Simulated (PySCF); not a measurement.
# Spin–spin couplings to the heavy atom in `[H][In-]([H])([H])[CH3]`, [CH6In]-

Geometry:
```csv
atom,x (Å),y (Å),z (Å)
In1,0.020,-0.006,-1.058
C2,0.014,-0.019,1.182
H3,-1.013,0.061,1.580
H4,0.595,0.828,1.585
H5,0.456,-0.949,1.579
H6,1.719,-0.015,-1.641
H7,-0.810,1.475,-1.648
H8,-0.842,-1.461,-1.663
```

Total charge -1.

Calculated values (PySCF integrals, density fitting): indirect couplings, PBE0/pcJ-1 (dyall-v2z on In), gas phase, finite nuclei, PBE0-D3(BJ)/def2-SVP geometry.

Non-relativistic values:
```csv
coupling,atoms,J (Hz)
"1J(115In,13C)",In1 – C2,236.5
"1J(115In,1H)",In1 – H6/H7/H8,655.7
"2J(115In,1H)",In1 – H3/H4/H5,-26.8
```

Question: What do two-component X2C with spin–orbit coupling give?

Answer: 
| coupling | atoms | with spin–orbit (Hz) |
| --- | --- | --- |
| 1J(115In,13C) | In1 – C2 | 292.9 |
| 1J(115In,1H) | In1 – H6/H7/H8 | 896.6 |
| 2J(115In,1H) | In1 – H3/H4/H5 | -32.8 |

The largest listed coupling, 1J(115In,1H), ends at 1.37 times its non-relativistic value. Equivalent partners are averaged, as under fast rotation. Couplings to strongly quadrupolar nuclei (115In) are seldom resolved in solution.
